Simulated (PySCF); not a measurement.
## A series of derivatives of biisopropenyl

Parent skeleton `[CH2:1]=[C:2]([CH3:3])[C:4](=[CH2:5])[CH3:6]`; one hydrogen on atom 1 is replaced by X. Hydrogens on one atom are averaged.

Theoretical values (PySCF 2.14): σ from GIAO-PBE0/pcSseg-1, GFN2-xTB structure. One computed conformer, fast rotation and ring inversion assumed for equivalent nuclei, non-relativistic, in vacuum.

Scale: TMS for 13C (σ = 186.93 ppm), 1H (σ = 31.72 ppm) (reference shieldings calculated alike).

Parent (X = H): C1 120.0, C2 150.5, C3 23.7, C4 150.5, C5 120.0, C6 23.7, H(C1) 5.32, H(C3) 2.05, H(C5) 5.32 ppm. Effects are Δδ = δ(X) − δ(H), positive for deshielding.

(1) Give Δδ (ppm) for X = OSiH3, CHF2, SSiH3, N(SiH3)2.

(2) Which position responds most, and to which substituents?

Results:

(1) 
```csv
X,SMILES,C1,C2,C3,C4,C5,C6,H(C1),H(C3),H(C5)
OSiH3,C=C(C)/C(C)=C\O[SiH3],+24.3,-27.4,-3.6,+0.1,-4.1,+4.5,+0.98,-0.32,-0.34
CHF2,C=C(C)/C(C)=C/C(F)F,+10.1,+3.5,-4.5,+2.2,+2.6,+0.5,+0.53,+0.01,+0.19
SSiH3,C=C(C)/C(C)=C\S[SiH3],+6.9,-9.5,+3.9,+1.6,-0.2,+4.5,+0.42,-0.02,-0.14
N(SiH3)2,C=C(C)/C(C)=C\N([SiH3])[SiH3],+23.3,-23.0,-0.8,+1.5,+5.0,+2.0,+0.85,-0.27,+0.12
```

(2) C2: from -27.4 ppm with OSiH3 to +3.5 ppm with CHF2.
